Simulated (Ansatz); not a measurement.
Total energies of Cl2H2OSn (`[OH][SnH]([Cl])[Cl]`).

| atom | x (Å) | y (Å) | z (Å) |
| --- | --- | --- | --- |
| O1 | 0.158 | 0.794 | -1.364 |
| Sn2 | -0.192 | -0.410 | 0.114 |
| Cl3 | -1.413 | 0.731 | 1.709 |
| Cl4 | 1.823 | -0.936 | 1.113 |
| H5 | 0.625 | 1.595 | -1.109 |
| H6 | -1.002 | -1.774 | -0.462 |

Total charge 0; spin multiplicity 1. Correlated methods include outer-core shells of Sn, which these sets cover unevenly. Sn takes the def2 core potential. The geometry is a stationary point of PBE0-D4/def2-TZVP. It is one conformer, not always the lowest. Basis def2-TZVPP, Ansatz.

RPA on PBE orbitals: Hartree–Fock energy of these orbitals -1208.48991 Eh, correlation -1.43559 Eh (frozen core).

| functional | kind | energy without D4 (Eh) | D4 term (kJ/mol) |
| --- | --- | --- | --- |
| LDA (SPW92) | LDA | -1207.44006 | – |
| PBE | GGA | -1210.83805 | -16.1 |
| revPBE | GGA | -1211.14701 | -37.4 |
| BLYP | GGA | -1211.22335 | -33.7 |
| r2SCAN | meta-GGA | -1211.28406 | -3.7 |
| B97M-V | meta-GGA with VV10 | -1211.04221 | – |
| PBE0 | global hybrid, 25 % exact exchange | -1210.92041 | -13.9 |
| B3LYP | global hybrid, 20 % | -1211.39894 | -26.4 |
| r2SCANh | meta-GGA hybrid, 10 % | -1211.26420 | -4.0 |
| r2SCAN0 | meta-GGA hybrid, 25 % | -1211.23572 | -4.5 |
| HSE06 (plane-wave form) | screened hybrid | -1210.90017 | -13.2 |
| BHLYP | global hybrid, 50 % | -1211.18901 | -24.2 |
| CAM-B3LYP | range-separated hybrid | -1211.28569 | -14.5 |
| LC-ωPBE | long-range corrected hybrid | -1211.03982 | – |
| ωB97X-V | range-separated hybrid GGA with VV10 | -1211.11822 | – |
| ωB97M-V | range-separated hybrid meta-GGA with VV10 | -1211.18288 | – |
| B2PLYP | double hybrid | -1210.78191 | – |
| PBE-QIDH | double hybrid | -1210.55045 | – |

B3LYP takes the VWN-RPA correlation (the form of Gaussian; ORCA's B3LYP/G). HSE06 is the plane-wave form, built on full-range PBE exchange. The double hybrids freeze the cores in their second-order part.

LC-ωPBE has ω = 0.4 bohr⁻¹.
